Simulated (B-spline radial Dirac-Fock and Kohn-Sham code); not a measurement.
# How the binding energies of W⁵⁺ add up

System: tungsten as W⁵⁺, configuration [Xe] 4f14 5d1, inside a Watson sphere of charge -5 and radius 3 Å (a model of the Madelung potential; inside it an electron's potential energy is raised by 24.0 eV); nuclear rms radius 5.3658 fm (A = 184).

Model: Dirac-Fock energy differences between relaxed states, corrected for Breit and QED terms. Program: a radial finite-basis atomic code. Electron correlation is not included. Energies are counted from the vacuum level.

All terms are in eV, carry their sign (relaxation lowers the binding energy) and add up to the binding energy; ⟨r⟩ is the mean radius of the orbital in the initial state.

```
  subshell  −ε (Koopmans)  relaxation    Gaunt  retardation      QED  binding energy  ⟨r⟩ (bohr)
    K (1s)        70003.7      -86.07  -252.10        22.97  -120.08         69568.4       0.018
   L1 (2s)        12248.4      -50.69   -27.50         1.93   -17.53         12154.6       0.077
L2 (2p1/2)        11688.6      -55.17   -47.39         5.06     0.03         11591.1       0.064
L3 (2p3/2)        10333.0      -52.09   -32.53         6.88    -1.70         10253.6       0.072
   M1 (3s)         2909.9      -27.85    -4.91         0.30    -4.04          2873.4       0.200
M2 (3p1/2)         2661.6      -28.86    -8.73         0.82    -0.09          2624.8       0.190
M3 (3p3/2)         2364.0      -27.22    -5.69         1.28    -0.43          2331.9       0.205
M4 (3d3/2)         1951.7      -29.92    -3.72         0.33     0.31          1918.7       0.180
M5 (3d5/2)         1887.6      -29.33    -2.49         0.36     0.14          1856.3       0.184
   N1 (4s)          660.9      -10.32    -1.00         0.07    -0.97           648.7       0.450
N2 (4p1/2)          556.8      -10.13    -1.80         0.17    -0.01           545.1       0.456
N3 (4p3/2)          487.2       -9.04    -1.06         0.28    -0.08           477.3       0.487
N4 (4d3/2)          316.0       -8.67    -0.48         0.04     0.07           307.0       0.505
N5 (4d5/2)          302.9       -8.31    -0.23         0.05     0.04           294.5       0.516
N6 (4f5/2)          86.80       -7.14     0.14        -0.04     0.05           79.81       0.589
N7 (4f7/2)          84.38       -6.94     0.23        -0.04     0.04           77.68       0.598
   O1 (5s)          128.0       -1.31    -0.15         0.01    -0.17           126.3       1.067
O2 (5p1/2)          93.15       -1.15    -0.24         0.02     0.01           91.79       1.156
O3 (5p3/2)          82.19       -0.93    -0.13         0.04    -0.01           81.17       1.239
 O4,5 (5d)          39.35       -0.36     0.00         0.00     0.01           38.99       1.608
```

For the deepest level, K (1s), the Breit terms make up -0.329 % of the binding energy, QED -0.173 % and orbital relaxation -0.124 %.

Values without a named source are computed, but for edge energies of neutral atoms, which are taken from tables.
